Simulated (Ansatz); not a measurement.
Consider the ligand exchange at the Al–Cl bond: `[Cl][Al]([Br])[Br]` + NH₃ → `[NH2][Al]([Br])[Br]` + HCl.

Computed with Ansatz on PBE0-D4/def2-TZVP structures; ΔE is electronic, products minus reactants. CBS: MP2 limit from def2 TZ/QZ plus the TZ coupled-cluster correction, frozen cores. This one scheme is used for every species. Functionals use def2-TZVPP. For Br outer-core shells are correlated without core-valence functions, which leaves a few kJ/mol of doubt a bond. Scalar relativity is left out up to krypton. Each species was taken in one conformer, which may not be the lowest.

`[Cl][Al]([Br])[Br]`:

Z-matrix (Å, degrees):
```
Al
Cl 1 2.072
Br 1 2.227 2 119.8
Br 1 2.227 2 119.8 3 180.0
```

NH₃:

Z-matrix (Å, degrees):
```
N
H 1 1.013
H 1 1.013 2 107.1
H 1 1.013 2 107.1 3 -114.5
```

`[NH2][Al]([Br])[Br]`:

```xyz
6

N     0.582    0.603   -0.643
Al   -0.381   -0.395    0.421
Br   -0.996   -2.448   -0.232
Br   -0.994    0.385    2.430
H     0.894    0.322   -1.557
H     0.895    1.533   -0.419
```

HCl:

Z-matrix (Å, degrees):
```
Cl
H 1 1.279
```

```
              species  PBE energy (Eh)
 `[Cl][Al]([Br])[Br]`      -5850.07388
                  NH₃        -56.51059
`[NH2][Al]([Br])[Br]`      -5445.93421
                  HCl       -460.62738
```

(1) Work out ΔE.

(2) What do rigid-rotor, harmonic-oscillator terms from PBE0-D4/def2-TZVP frequencies (298.15 K, 1 bar) make of the CCSD(T)/CBS value? (An estimate is asked.)

Largest T1 diagnostic among the species: 0.007.

Answers

(1) ΔE = (-5445.93421) + (-460.62738) − (-5850.07388) − (-56.51059) = 0.02288 Eh = +0.62 eV. CCSD(T)/CBS gives +0.62 eV.

(2) Computed: ΔZPE = -0.09 eV, ΔH = +0.53 eV, ΔS = -5 J/(mol·K), ΔG = +0.55 eV.

Leaving LDA and LC-ωPBE aside and taking each functional with its dispersion term where it has one, the values, not all of them listed here, spread over 0.09 eV, from CAM-B3LYP-D4 to B97M-V. LDA lies −0.08 eV from PBE without D4. In def2-TZVPP, CCSD(T) changes the Hartree–Fock value by −0.06 eV (the triples alone add +0.00 eV) and MP2 by −0.04 eV.
